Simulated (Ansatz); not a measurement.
Relaxation of CH8GeS (11 atoms, charge 0, multiplicity 1), to a largest force component of 0.03 eV/Å in at most 50 steps.

Level of theory: RKS PBE/def2-mTZVP (Ansatz).

```xyz
11
Properties=species:S:1:pos:R:3
Ge 0.184 -0.160 -0.016
H -0.133 -0.160 1.505
H 1.733 -0.164 -0.153
H -0.355 1.166 -0.611
C -0.573 -1.743 -0.905
H -0.336 -2.653 -0.338
H -1.663 -1.643 -0.978
H -0.154 -1.846 -1.915
S -3.082 0.518 0.909
H -3.741 -0.519 1.501
H -1.937 0.291 1.655
```

Problem. Where does it end, and by what steps?

Solution. The run converged. The force dipped under the threshold on the way, but the program's further checks kept it going. After 17 steps the energy has fallen by 0.135 eV; H11 moved furthest, 0.93 Å.

| step | energy less start (eV) | largest force component (eV/Å) | accepted |
| --- | --- | --- | --- |
| 0 | 0.0000 | 0.537 | yes |
| 1 | -0.0891 | 0.238 | yes |
| 2 | -0.1194 | 0.141 | yes |
| 3 | -0.1198 | 0.252 | yes |
| 4 | -0.1292 | 0.071 | yes |
| 5 | -0.1325 | 0.032 | yes |
| 6 | -0.1332 | 0.009 | yes |
| 7 | -0.1315 | 0.242 | no |
| 8 | -0.1335 | 0.014 | yes |
| 9 | -0.1334 | 0.121 | no |
| 10 | -0.1338 | 0.031 | yes |
| 11 | -0.1339 | 0.065 | yes |
| 12 | -0.1341 | 0.035 | yes |
| 13 | -0.1343 | 0.011 | yes |
| 14 | -0.1328 | 0.248 | no |
| 15 | -0.1344 | 0.070 | yes |
| 16 | -0.1346 | 0.043 | yes |
| 17 | -0.1349 | 0.026 | yes |

```xyz
11
Properties=species:S:1:pos:R:3
Ge 0.447 -0.251 -0.037
H 0.133 -0.256 1.485
H 1.984 -0.391 -0.207
H 0.020 1.128 -0.607
C -0.509 -1.711 -0.946
H -0.209 -2.685 -0.537
H -1.590 -1.586 -0.806
H -0.290 -1.704 -2.022
S -3.686 0.278 0.920
H -3.741 -0.641 1.926
H -2.616 0.906 1.485
```

Whether the end is a true minimum wasn't checked by a vibrational analysis.

The run took 34 s on 2 threads of Arm Neoverse V1 (shared host), peak memory 0.13 GiB.
